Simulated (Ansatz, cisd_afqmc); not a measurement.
System: As, charge 0, quartet.

Total energies in aug-cc-pVTZ-DK, 5 correlated electrons, 14 frozen orbitals. UHF or UKS for unpaired electrons; spin-orbit terms are left out. The -DK rows use spin-free X2C. The Monte Carlo rows (phaseless AFQMC, CISD trial, step 0.005/hartree) carry one-sigma bars that omit the constraint's bias. Outlying blocks are dropped, and bars are widened where a walk drifts. Over all cases where full CI ran beside it in this data, AFQMC minus full CI had a median of +0.1 mEh and passed +0.4 mEh in a tenth of the cases.

```
method         program          energy (Eh)  minus CCSDTQ (mEh)
----------  ----------  -------------------  ------------------
HF              Ansatz          -2259.02972               89.35
MP2             Ansatz          -2259.10152               17.55
CCSD            Ansatz          -2259.11546                3.61
CCSD(T)         Ansatz          -2259.11839                0.68
CCSDT(Q)        Ansatz          -2259.11906                0.01
CCSDTQ          Ansatz          -2259.11907                0.00
AFQMC/CISD  cisd_afqmc  -2259.1190 ± 0.0001           0.1 ± 0.1
```

Ansatz is a quantum-chemistry and plane-wave program.
